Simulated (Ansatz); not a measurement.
iridium atom (Ir), quartet (core potentials on Ir).

Input for Ansatz (an electronic-structure program):
Ansatz 0.2 input:
```yaml
crystal:
  periodic: [false, false, false]
  atoms:
    - {symbol: Ir, position_ang: [0.00000000, 0.00000000, 0.00000000]}
basis:
  gaussian:
    orbitals: def2-SVPD
hamiltonian:
  xc: pbe0
magnetization: {spin_polarized: true, initial_magnetization: 3}
```

Problem. What does this run give for the number of basis functions, total energy, <S^2>?

Solution. 
```
Quantity                          Value
-------------------------  ------------
number of basis functions            35
total energy               -104.2213 Eh
<S^2>                             3.751
```
